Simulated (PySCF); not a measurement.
Species: C6H8O2 (charge +1 and doublet state).
Atom-mapped SMILES: `[H]/[C+:1]=[C:2]/[C:3](=[O:4])[O:5][CH2:6][CH2:7][CH3:8]` (hydrogens: H9 on C1; H10, H11 on C6; H12, H13 on C7; H14, H15, H16 on C8)

Geometry (GFN2-xTB, Å), atoms numbered from 1 in this order:
```
atom  x, y, z in Å
C1     3.921    0.300    0.139
C2     2.740    0.271   -0.083
C3     1.343    0.298   -0.390
O4     0.840    1.297   -0.896
O5     0.702   -0.793   -0.073
C6    -0.666   -0.935   -0.475
C7    -1.469    0.350   -0.386
C8    -1.810    0.847    0.981
H9     4.954    0.296    0.357
H10   -1.066   -1.701    0.201
H11   -0.670   -1.332   -1.497
H12   -2.316    0.362   -1.075
H13   -0.709    1.112   -0.831
H14   -2.120    1.892    0.962
H15   -1.000    0.715    1.696
H16   -2.681    0.297    1.359
```

The hyperfine couplings belong to this conformer and change with its torsions.

Level of theory: PySCF, UKS B3LYP, pcH-1 on C H O, non-relativistic, mean-field spin-orbit, GIAO. The structure is a single GFN2-xTB conformer in the gas phase; no vibrational or solvent corrections. The geometry wasn't refined by DFT: couplings that depend on bond lengths, twists or pyramidal angles can differ widely from those at the functional's own minimum, by a factor of two or more for some ions and for spin on atoms past the first row. The SCF solution wasn't tested for stability.

Principal values of hyperfine tensors in MHz (contact and dipolar terms together), for some of the nuclei:

| atom | isotope | A1 | A2 | A3 |
| --- | --- | --- | --- | --- |
| H16 | 1H | 131.41 | 133.85 | 144.35 |
| H10 | 1H | 72.10 | 75.02 | 81.02 |
| O4 | 17O | -206.77 | 19.12 | 29.55 |
| C2 | 13C | 36.46 | 39.14 | 55.44 |
| H14 | 1H | 32.90 | 33.82 | 45.06 |
| C3 | 13C | -32.43 | -26.82 | -18.01 |
| H12 | 1H | 2.87 | 14.26 | 35.33 |
| C7 | 13C | -17.01 | -16.84 | 80.25 |

Question: Split each tensor into its isotropic and traceless parts, and turn a_iso into mT with g = 2.0049.

Answer: a_iso = (A1 + A2 + A3)/3, Ti = Ai − a_iso; 1 mT corresponds to 28.061 MHz.

| atom | a_iso (MHz) | a_iso (mT) | T1 | T2 | T3 |
| --- | --- | --- | --- | --- | --- |
| H16 | 136.54 | 4.866 | -5.13 | -2.68 | 7.81 |
| H10 | 76.05 | 2.710 | -3.95 | -1.03 | 4.97 |
| O4 | -52.70 | -1.878 | -154.07 | 71.82 | 82.25 |
| C2 | 43.68 | 1.557 | -7.22 | -4.54 | 11.76 |
| H14 | 37.26 | 1.328 | -4.36 | -3.44 | 7.80 |
| C3 | -25.75 | -0.918 | -6.67 | -1.06 | 7.74 |
| H12 | 17.49 | 0.623 | -14.62 | -3.22 | 17.84 |
| C7 | 15.47 | 0.551 | -32.48 | -32.31 | 64.78 |

Question: What spin density at the nucleus of O4 lies behind its contact coupling (g_N = -0.75752)?

Answer: a_FC = (2μ0/3) gₑ μB g_N μN ρ(0)/(2S·h) = 800.24 MHz × g_N × ρ(0)/(2S), with ρ in bohr⁻³. With a_FC = -52.70 MHz and 2S = 1, ρ(0) = 0.08694 bohr⁻³. The nuclear moment is negative, so coupling and spin density have opposite signs.

Question: H13 (1H, g_N = 5.58569) isn't in the table. Its spin density at the nucleus is 0.06423 bohr⁻³. What is its contact coupling?

Answer: By the same relation, a_FC = 287.1 MHz. Its full tensor has the principal values 251.19, 260.44, 349.68 MHz.

Question: Name the largest traceless tensor T of the table and describe it.

Answer: O4: -154.1, 71.8, 82.2 MHz, nearly axial, close to the ratio +1:+1:−2, the form that spin in one p orbital centred on that nucleus gives (the nuclear moment is negative).

Question: In a single crystal, with the field along each principal axis of the tensor of O4 in turn, what first-order splitting does this nucleus give (isotropic g, quadrupole terms neglected)?

Answer: 6 lines (I = 5/2), spaced by |A_i|/(g × 13.996): 7.37, 0.68, 1.05 mT along the axes of A1, A2 and A3.

Hardware: one thread of an Arm Neoverse V2, no GPU, shared host with 32 logical CPUs at a one-minute load of 21. Cost: 71 s wall (grids of density and orbitals included), 1.1 GiB resident at most.

The SMILES draws the unpaired electron on C2; the largest computed Mulliken spin population is on O4 (0.46 against 0.03).
